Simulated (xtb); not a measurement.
A geometry relaxed with xtb 6.7.1 with GFN2-xTB, charge 0, multiplicity 1:

```xyz
11

C      0.6048    -0.1204    -0.0560
H      2.6758    -1.1274    -0.3900
F      0.0342     2.1622     0.5075
H      2.7009     0.8586     0.0741
H     -2.5141     0.9262     0.3349
H     -2.1523    -1.7056    -0.3007
O     -0.1502    -1.2357    -0.2832
C     -1.5998     0.3965     0.1680
C     -0.2910     0.9029     0.2264
B      2.1239    -0.1336    -0.1307
C     -1.4324    -0.9238    -0.1502
```

**Question.** Write the SMILES of this molecule.

**Answer.** `Bc1occc1F`
